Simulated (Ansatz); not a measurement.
H4Si2, septet, at a GFN2-xTB geometry of the parent state (a higher spin typed on purpose: for a closed-shell molecule this is an excited state); PBE/def2-SVP run with Ansatz (a first-principles code).

Ansatz was given this input:
Ansatz 0.2 input:
```yaml
crystal:
  periodic: [false, false, false]
  atoms:
    - {symbol: Si, position_ang: [0.01921758, 1.02177692, 0.66747900]}
    - {symbol: H, position_ang: [-0.43006669, 2.36503207, 0.26011259]}
    - {symbol: Si, position_ang: [0.00702078, -0.89416620, -0.51957417]}
    - {symbol: H, position_ang: [0.81894889, -0.88144975, -1.74910277]}
    - {symbol: H, position_ang: [-1.32097621, -1.35750819, -0.95874128]}
    - {symbol: H, position_ang: [0.56475699, -1.91262422, 0.37706385]}
basis:
  gaussian:
    orbitals: def2-SVP
hamiltonian:
  xc: pbe
magnetization: {spin_polarized: true, initial_magnetization: 6}
```

Q: Write the output that Ansatz gives for this input, abridged.

A: 
```
Functional definition: PBE
624 factors; their error is unknown
mean field evaluation 1: about -15788.6893 eV, gradient 8.1e0 eV
mean field evaluation 2: about -15786.7509 eV, gradient 1.5e1 eV
mean field evaluation 4: about -15788.6863 eV, gradient 8.3e0 eV
mean field evaluation 8: about -15789.1127 eV, gradient 5.4e0 eV
mean field evaluation 16: about -15789.3556 eV, gradient 1.8e-5 eV
mean field evaluation 32: about -15789.3016 eV, gradient 5.1e-6 eV
mean field evaluation 64: about -15789.3554 eV, gradient 9.1e-2 eV
mean field evaluation 96: about -15789.0439 eV, gradient 5.5e-1 eV
mean field evaluation 128: about -15786.3411 eV, gradient 5.3e0 eV
mean field evaluation 160: about -15788.8828 eV, gradient 1.3e0 eV
mean field -15789.36175729 eV, -580.2483421665 hartree, gradient 6.5e-6 eV, S^2 12.003652; 16 other end points of the search recorded, 0 dependent functions left out
reference -15789.36179722 eV, -580.2483436340 hartree; 19, 13 occupied and 37, 43 virtual orbitals, 624 factors
Total energy: -15789.36179722 eV, -580.2483436340 hartree
```
